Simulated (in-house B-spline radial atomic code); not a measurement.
Configurations of neutral boron, with energies counted from [He] 2s2 2p1. Method: Dirac-Hartree-Fock, average of configuration, Fermi nucleus of rms radius 2.406 fm. Calculated with an all-electron radial atomic-structure program (B-spline basis). Energies include first-order Breit, QED and recoil terms.

Occupations are held fixed; configurations that lie above the ionisation limit could autoionise.

```csv
configuration,E - E(ref) (eV),highest orbital,its <r> (bohr)
[He] 2s2 3s1,4.8125,3s1/2,6.73
[He] 2s1 2p2,5.3088,2p3/2,2.224
[He] 2s2 3d1,6.4009,3d5/2,10.28
[He] 2s2 4s1,6.5197,4s1/2,14.6
[He] 2s2 4d1,7.0695,4d5/2,20.67
[He] 2s2 4f1,7.0788,4f7/2,18
[He] 2s2 5s1,7.1248,5s1/2,25.46
[He] 2s2 6p1,7.4874,6p3/2,45.28
[He] 2s1 2p1 4f1,11.732,4f7/2,17.99
[He] 2s1 2p1 6d1,12.2,6d5/2,50.4
```

Question: Order these further configurations by energy, lowest first.
A. [He] 2s2 3p1
B. [He] 2s1 2p1 5d1
C. [He] 2s2 5f1
D. [He] 2s2 5p1
E. [He] 2s1 2p1 5f1

Answer: A (5.7883 eV), D (7.2708 eV), C (7.385 eV), B (12.032 eV), E (12.038 eV).

Question: How far above the reference does [He] 2s2 6g1 lie?

Answer: 7.5513 eV; its least bound orbital is 6g9/2 with <r> = 44 bohr.

Question: How far above the reference does [He] 2s1 2p1 5g1 lie?

Answer: 12.038 eV; its least bound orbital is 5g9/2 with <r> = 27.5 bohr.

Question: How far above the reference does [He] 2s1 2p1 6g1 lie?

Answer: 12.204 eV; its least bound orbital is 6g9/2 with <r> = 44 bohr.
